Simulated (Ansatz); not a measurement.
Mulliken charges of `[F][Ti]([F])([I])[I]` from ωB97M-V/def2-TZVPP in Ansatz (PBE0-D4/def2-TZVP geometry).

```json
{"atom": "F1", "x (Å)": "0.159", "y (Å)": "-0.428", "z (Å)": "1.790", "charge (e)": "-0.322"}
{"atom": "Ti2", "x (Å)": "0.135", "y (Å)": "-0.130", "z (Å)": "0.082", "charge (e)": "0.650"}
{"atom": "F3", "x (Å)": "1.404", "y (Å)": "-1.022", "z (Å)": "-0.692", "charge (e)": "-0.322"}
{"atom": "I4", "x (Å)": "-2.107", "y (Å)": "-0.846", "z (Å)": "-0.872", "charge (e)": "-0.003"}
{"atom": "I5", "x (Å)": "0.458", "y (Å)": "2.352", "z (Å)": "-0.349", "charge (e)": "-0.003"}
```

**Question.** By hand: the dipole of these point charges (1 e Å = 4.8032 D).

**Answer.** Σ q r = (-0.411, 0.378, -0.297) e Å, of length 0.632 e Å = 3.04 D.

**Question.** How does the dipole of the full density compare? (An estimate is asked.)

**Answer.** The calculation gave: (-0.071, 0.065, -0.051) e Å, 0.52 D; the point charges give 5.85 times that, at 0° from its direction.

Point charges leave out the atoms' own dipoles, such as those of lone pairs, and Mulliken's split depends on the basis, so the two needn't agree.
